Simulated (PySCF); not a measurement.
# Electron correlation in Rb⁻ (rubidium, charge -1)

[Kr] 5s2, closed-shell 1S. Calculation: PySCF 2.14, in aug-cc-pVDZ-X2C (7s6p4d, 45 functions); the spin-free X2C one-electron Hamiltonian (Gaussian nucleus). Frozen: [Kr]; 2 electrons correlated.

With two correlated electrons CCSD is exact within the correlated space (frozen core and kept virtual orbitals).

```
level  correlation energy (mhartree)
 CCSD                         -19.72
```

Diagnostics: T1 = 0.046, D1 = 0.0655, largest double amplitude 0.147.

T1 exceeds 0.03, a sign that the reference determinant is poor.

Cost of the coupled-cluster step: of the order of 0.14 core-seconds, for 2 correlated electrons.
